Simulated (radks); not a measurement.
Values are calculated unless marked as measured or tabulated.
Spin polarisation of the 3d1 shell in neutral scandium. Start: [Ar] 3d(up 0.5, down 0.5) 4s2; electrons of 3d are moved from spin down to spin up, other shells keep equal spins. Code: a radial shooting solver on a logarithmic mesh with Libxc functionals. Model: scalar-relativistic Kohn-Sham, r2SCAN, spin-polarised, spherical densities, finite nucleus; meta-GGA in the generalised Kohn-Sham scheme; Fermi nuclear charge, rms radius of each element as measured or else 0.836 A^(1/3) + 0.57 fm.

moment (Bohr magnetons),E - E(0) (eV),e(3d up) (eV),e(3d down) (eV),4s down minus up (eV),3p down minus up (eV)
0,0.000,-3.002,-3.002,0.000,0.000
0.25,-0.015,-3.121,-2.876,0.090,0.260
0.5,-0.061,-3.230,-2.742,0.182,0.520
0.75,-0.137,-3.330,-2.601,0.274,0.779
1,-0.243,-3.418,-2.454,0.369,1.035

At moment 1 the spin-polarisation energy is -0.243 eV and the 3d exchange splitting 0.964 eV, that is 0.964 eV per Bohr magneton; E = -I m^2/4 would give I = 0.973 eV.
